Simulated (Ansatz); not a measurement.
One change: `BSBC` becomes `CBSCF`.

Ansatz, PBE0-D4/def2-TZVP geometries, multiplicity 1. Each molecule was computed in one conformer, which needn't be the lowest.

| property | `BSBC` |
| --- | --- |
| HOMO energy (PBE0/def2-TZVPP) / eV | -8.43 |
| size of the dipole moment (B3LYP/def2-TZVPP) / D | 1.05 |
| size of the dipole moment (PBE/def2-TZVPP) / D | 1.14 |
| LUMO energy (PBE0/def2-TZVPP) / eV | -1.92 |
| HOMO energy (PBE/def2-TZVPP) / eV | -7.17 |
| LUMO energy (ωB97M-V/def2-TZVPP) / eV | 0.06 |

Problem. What does the change do to each property? (Best estimate.)

Solution. The calculation gave: 
```json
{"property": "HOMO energy (PBE0/def2-TZVPP) / eV", "`CBSCF`": "-8.13", "shift": "0.30"}
{"property": "size of the dipole moment (B3LYP/def2-TZVPP) / D", "`CBSCF`": "1.54", "shift": "0.49"}
{"property": "size of the dipole moment (PBE/def2-TZVPP) / D", "`CBSCF`": "1.40", "shift": "0.26"}
{"property": "LUMO energy (PBE0/def2-TZVPP) / eV", "`CBSCF`": "-0.93", "shift": "0.99"}
{"property": "HOMO energy (PBE/def2-TZVPP) / eV", "`CBSCF`": "-6.96", "shift": "0.21"}
{"property": "LUMO energy (ωB97M-V/def2-TZVPP) / eV", "`CBSCF`": "1.04", "shift": "0.98"}
```

With PBE0 the HOMO rises by 0.30 eV and the LUMO rises by 0.99 eV, so the gap widens by about 0.69 eV. PBE moves the HOMO by 0.21 eV and ωB97M-V by 0.32 eV. Dipoles are sizes alone; their direction can turn.

B3LYP here is the variant with VWN-RPA as its local correlation; programs differ in this.
